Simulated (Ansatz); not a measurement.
Single points on B4P5⁻.

```yaml
crystal:
  periodic: [false, false, false]
  atoms:
    - {symbol: B, position_ang: [0.905648, -0.967787, 0.124373]}
    - {symbol: B, position_ang: [0.104274, 0.602237, -0.910058]}
    - {symbol: B, position_ang: [0.008518, -1.264876, -1.151943]}
    - {symbol: B, position_ang: [-1.037528, -0.335687, 0.110878]}
    - {symbol: P, position_ang: [-0.130457, -1.002639, 1.768158]}
    - {symbol: P, position_ang: [1.918746, 0.679958, -0.064107]}
    - {symbol: P, position_ang: [-1.055812, 1.586033, 0.276064]}
    - {symbol: P, position_ang: [0.647768, 1.213045, 1.838624]}
    - {symbol: P, position_ang: [-1.361157, -0.510284, -1.992009]}
basis:
  gaussian: {orbitals: def2-TZVPD, initial_orbitals: start.molden}
total_charge: -1
hamiltonian: {xc: hf}
scf: {omitted_lower_state_checks: [starts]}
output: {orbitals: {seedname: orbitals}}
```

The file start.molden holds the orbitals of an earlier run on this structure, at another level or in another basis.

```sh
$ ansatz run in.yaml --threads 4 --pin off --events-out ev --progress --plain --max-ram 4787MiB
```

It prints (some lines left out):

```
Functional definition: HF
2703 factors; their error is unknown
mean field evaluation 1: about -49045.2961 eV, gradient 4.5e1 eV
mean field evaluation 2: about -49046.7025 eV, gradient 1.9e0 eV
mean field evaluation 4: about -49047.4495 eV, gradient 6.1e-1 eV
mean field -49047.44968595 eV, -1802.4605304032 hartree, gradient 1.8e-5 eV, S^2 0.000000; 0 other end points of the search recorded, 0 dependent functions left out
reference -49047.44968595 eV, -1802.4605304032 hartree; 48, 48 occupied and 315, 315 virtual orbitals, 2703 factors
Total energy: -49047.44968595 eV, -1802.4605304032 hartree
Checks for a lower state left out: starts
```

Hardware: 4 threads of Arm Neoverse V1 on a shared host. Wall time 14 s, peak host memory 1.8 GiB.

First input, but with `hamiltonian: {xc: pbe, dispersion: d4}`, `output: {forces: true, orbitals: {seedname: orbitals}}` (abridged; 12 s):

```
Functional definition: PBE
mean field -49127.75935151 eV, -1805.4118561768 hartree, gradient 1.5e-5 eV, S^2 0.000000
Total energy: -49128.57476796 eV, -1805.4418221786 hartree
Atom 0 force    -0.078322     0.113383     0.016730 eV/Å
Atom 1 force     0.000658    -0.171024    -0.012486 eV/Å
Atom 2 force     0.147135     0.028834     0.190188 eV/Å
Atom 3 force     0.104042    -0.084983    -0.105072 eV/Å
Atom 4 force     0.007380     0.189100    -0.048605 eV/Å
Atom 5 force    -0.158986     0.052610     0.100726 eV/Å
Atom 6 force     0.145865    -0.150724     0.024495 eV/Å
Atom 7 force    -0.048916    -0.201760    -0.239986 eV/Å
Atom 8 force    -0.118856     0.224564     0.074009 eV/Å
Dipole moment:    -0.080909     0.067270    -0.028719 e Å
Checks for a lower state left out: starts
```

First input, but with `hamiltonian: {xc: {name: r2SCAN0}, dispersion: d4}` (abridged; 27 s):

```
Functional definition: r2SCAN0
mean field -49146.61559864 eV, -1806.1048104775 hartree, gradient 2.6e-5 eV, S^2 0.000000
Total energy: -49146.83340928 eV, -1806.1128148708 hartree
Checks for a lower state left out: starts
```

The first input with `hamiltonian: {xc: r2scan, dispersion: d4}` (abridged; 19 s):

```
Functional definition: r2SCAN
mean field -49147.60950072 eV, -1806.1413357051 hartree, gradient 1.7e-5 eV, S^2 0.000000
Total energy: -49147.78257253 eV, -1806.1476959769 hartree
Checks for a lower state left out: starts
```

As the first input, with `gaussian: {orbitals: def2-SVPD, initial_orbitals: start.molden}`, `hamiltonian: {xc: pbe}`, `correlation: {method: rpa}` and without the key `output` (abridged; 7.5 s):

```
Functional definition: PBE
mean field -49109.56128382 eV, -1804.7430895242 hartree, gradient 1.8e-6 eV, S^2 0.000000
29 core orbitals not correlated: weight in the atoms' cores, before any rotation towards them, 1.000 or more for the frozen orbitals, at most 0.000 for the correlated occupied ones
Total energy: -49069.72792745 eV, -1803.2792406775 hartree
Checks for a lower state left out: starts
```

The first input with `gaussian: {orbitals: def2-SVPD, initial_orbitals: start.molden}`, `correlation: {method: ccsd_t}` and without the key `hamiltonian` (abridged; 74 s):

```
Functional definition: HF
mean field -49029.27058871 eV, -1801.7924609017 hartree, gradient 4.8e-6 eV, S^2 0.000000
29 core orbitals not correlated: weight in the atoms' cores, before any rotation towards them, 1.000 or more for the frozen orbitals, at most 0.000 for the correlated occupied ones
second order -27.42133573 eV of doubles, -0.00000000 eV of singles
cycle   1  -26.35609203 eV  change     1.1e0 eV  update   2.1e-1
cycle   2  -27.56844155 eV  change    -1.2e0 eV  update   7.3e-2
cycle   3  -27.81172787 eV  change   -2.4e-1 eV  update   3.3e-2
cycle   4  -27.79439169 eV  change    1.7e-2 eV  update   1.0e-2
cycle   5  -27.79346520 eV  change    9.3e-4 eV  update   5.9e-3
cycle   6  -27.79456436 eV  change   -1.1e-3 eV  update   2.3e-3
cycle   7  -27.79271672 eV  change    1.8e-3 eV  update   1.2e-3
cycle   8  -27.79276350 eV  change   -4.7e-5 eV  update   4.4e-4
cycle   9  -27.79319067 eV  change   -4.3e-4 eV  update   2.1e-4
cycle  10  -27.79310874 eV  change    8.2e-5 eV  update   9.8e-5
cycle  11  -27.79306495 eV  change    4.4e-5 eV  update   4.8e-5
cycle  12  -27.79310731 eV  change   -4.2e-5 eV  update   2.6e-5
cycle  13  -27.79310318 eV  change    4.1e-6 eV  update   1.1e-5
perturbative correction -2.08805736 eV, -0.0767346925 hartree
Total energy: -49059.15174924 eV, -1802.8905732972 hartree
Checks for a lower state left out: starts
```

The first input with `hamiltonian: {xc: pbe0, dispersion: d4}` (abridged; 23 s):

```
Functional definition: PBE0
mean field -49131.69373197 eV, -1805.5564419917 hartree, gradient 1.4e-5 eV, S^2 0.000000
Total energy: -49132.38889868 eV, -1805.5819888973 hartree
Checks for a lower state left out: starts
```

Geometry: B3LYP-D4/def2-SVPD.

Correlated methods freeze 29 core orbitals. At CCSD(T)/def2-SVPD T1 of the charge -1 singlet is large (up to 0.021), so the single-reference result is doubtful. Another isomer (singlet) lies 0.37 eV lower at PBE0-D4/def2-TZVPD; other spin states weren't run for this one.
